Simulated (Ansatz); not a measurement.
A structure relaxed at PBE0-D4/def2-TZVP, charge 0, multiplicity 2:

```xyz
6

O    -0.742    0.325    1.239
Si    0.029    0.419   -0.197
O     1.431   -0.372    0.070
Cl   -1.074   -0.505   -1.695
H    -1.644    0.650    1.272
H     2.001   -0.517   -0.688
```

Question: Give its formula and SMILES.

Answer: ClH2O2Si, `O[Si](O)Cl`.

Question: Point group (tolerance 0.08 Å, 0.16 Å for H)?

Answer: Cs.

Question: Summarise the bond lengths by kind.

Answer: 2 × O–Si 1.632 Å; 2 × H–O 0.959 Å; 1 × Cl–Si 2.078 Å.

Computed with Ansatz.
